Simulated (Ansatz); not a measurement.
Isolated molecules relaxed with PBE0-D4/def2-TZVP in Ansatz; ΔE leaves out vibrations. CBS: MP2 limit from def2 TZ/QZ plus the TZ coupled-cluster correction, frozen cores. This one scheme is used for every species, atoms too. Functionals use def2-TZVPP. Open shells (•) are unrestricted, without spin–orbit coupling. For Ga outer-core shells are correlated without core-valence functions, so the limit isn't a true one: a few kJ/mol of doubt a bond, and 10 to 20 or more in all where bonds break to atoms. Scalar relativity is left out up to krypton. Each species was taken in one conformer, which may not be the lowest.

Consider the hydrogen abstraction from a Ga–H bond: `[OH][GaH][OH]` + H• → `[OH][Ga][OH]`• + H₂.

Q: Is it downhill or uphill in electronic energy at CCSD(T)/CBS, and by how much? (Estimate.)

A: Ansatz gave: Downhill: ΔE = -92.8 kJ/mol.

Q: What do these levels give: revPBE, BLYP, r2SCAN0, CCSD(T)/def2-SVP, HF/def2-TZVPP, MP2/def2-QZVPP? (Estimate.)

A: The calculation gave: revPBE -117.3, BLYP -124.4, r2SCAN0 -103.5, CCSD(T)/def2-SVP -85.5, HF/def2-TZVPP -75.5, MP2/def2-QZVPP -85.7 kJ/mol.

Largest T1 diagnostic among the species: 0.017.

At CCSD(T), def2-SVP lies +7.3 kJ/mol from the extrapolated value and def2-TZVPP −3.3 kJ/mol. From BLYP to BHLYP (50 % exact exchange), in def2-TZVPP and without D4, ΔE moves by +21.5 kJ/mol.
